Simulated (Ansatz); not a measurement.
FH₅O₄Si₂ (`O[SiH](F)[Si](O)(O)O`), charge 0, multiplicity 1.

(1) Give a relaxed structure at PBE0-D4/def2-TZVP (the Gaussian-basis code of Ansatz). (Estimate.)

Results:

(1) The calculation gave: 
Z-matrix (Å, degrees):
```
Si
F 1 1.606
Si 1 2.342 2 110.0
O 1 1.645 2 109.5 3 -112.4
H 1 1.486 2 105.1 3 128.9
O 3 1.643 1 107.6 2 -87.1
O 3 1.636 1 116.4 2 31.5
O 3 1.632 1 104.9 2 150.1
H 4 0.959 1 119.1 2 -73.3
H 6 0.960 3 116.2 1 -35.8
H 7 0.959 3 116.7 1 -85.0
H 8 0.960 3 118.2 1 -169.7
```
This is one stationary point; other conformers may exist.
